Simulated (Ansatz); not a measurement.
What each rung costs, and what it gives

Saddle point of BH6ClO2, singlet (BH₂Cl ([BH2][Cl]) + H₂O + H₂O → BH₃O ([BH2][OH]) + HCl + H₂O; bonds formed: Cl2–H7, H5–O8; dative contacts that become bonds: B1–O6; bonds broken: B1–Cl2, H5–O6, H7–O8), PBE0-D4/def2-TZVP structure:

B1  (-1.199, 0.029, -0.602)
Cl2  (0.678, -0.784, -1.566)
H3  (-1.977, -0.789, -0.997)
H4  (-1.138, 1.121, -1.080)
H5  (0.587, 0.470, 0.936)
O6  (-0.884, 0.003, 0.792)
H7  (1.362, 0.013, -0.442)
O8  (1.539, 0.625, 0.599)
H9  (-1.122, -0.838, 1.190)
H10  (2.155, 0.152, 1.169)
(Å)

Barriers are electronic and count from the start structure reached by relaxing down the imaginary mode.

Program: Ansatz 0.2.0. Basis: as named in each row. Cores are frozen in the correlated methods. B3LYP uses VWN-RPA correlation. Extrapolation: Hartree–Fock as exp(−7.88 √X), correlation as X^−2.97.

Times are rough, for one single point on 4 threads of a shared host (Arm Neoverse V1).

The estimate by CCSD(T) at an estimated basis limit (MP2 extrapolated from triple and quadruple zeta, plus CCSD(T) − MP2 in triple zeta) is 13.42 kcal/mol.

| method | basis | time (s) | barrier (kcal/mol) | method less estimate |
| --- | --- | --- | --- | --- |
| HF | STO-3G | under 1 | 20.72 | 7.30 |
| PBE-D4 | STO-3G | under 1 | -2.35 | -15.77 |
| SPW92 | def2-SVP | under 1 | 4.95 | -8.47 |
| B3LYP-D4 | 6-31G | under 1 | 10.06 | -3.36 |
| PBE-D4 | def2-SVP | under 1 | 7.17 | -6.24 |
| PBE0-D4 | def2-SVP | under 1 | 10.29 | -3.13 |
| SPW92 | def2-TZVPP | under 1 | 5.91 | -7.51 |
| PBE-D4 | def2-TZVPP | 1 | 8.25 | -5.17 |
| BLYP-D4 | def2-TZVPP | 2 | 8.09 | -5.33 |
| BHLYP-D4 | def2-TZVPP | 2 | 13.38 | -0.04 |
| B3LYP-D4 | def2-TZVPP | 2 | 10.34 | -3.08 |
| PBE0-D4 | def2-TZVPP | 2 | 11.02 | -2.40 |
| CAM-B3LYP-D4 | def2-TZVPP | 2 | 11.38 | -2.04 |
| CCSD(T) | def2-SVP | 2 | 14.03 | 0.62 |
| wB97M-V | def2-SVP | 3 | 11.79 | -1.63 |
| r2SCAN-D4 | def2-TZVPP | 3 | 9.22 | -4.20 |
| r2SCAN0-D4 | def2-TZVPP | 3 | 11.41 | -2.01 |
| B2PLYP | def2-TZVPP | 4 | 11.64 | -1.78 |
| PBE-QIDH | def2-TZVPP | 4 | 12.95 | -0.47 |
| RPA on PBE | def2-TZVPP | 4 | 12.81 | -0.61 |
| wB97X-V | def2-TZVPP | 6 | 12.73 | -0.69 |
| wB97M-V | def2-TZVPP | 6 | 12.64 | -0.78 |
| B97M-V | def2-TZVPP | 7 | 12.56 | -0.86 |
| MP2 | def2-QZVPP | 15 | 12.78 | -0.64 |
| CCSD(T) | def2-TZVPP | 74 | 13.42 | 0.00 |

All methods are single points on the PBE0-D4 structures; a negative value means that the method puts the saddle structure below the start.

The T1 diagnostic stays at or below 0.012.

The step is the kind of ligand exchange by which a precursor binds to a hydroxyl group, or is hydrolysed, in atomic layer deposition of oxides.

Labels in which every atom is bracketed show which atoms are joined, not bond orders.
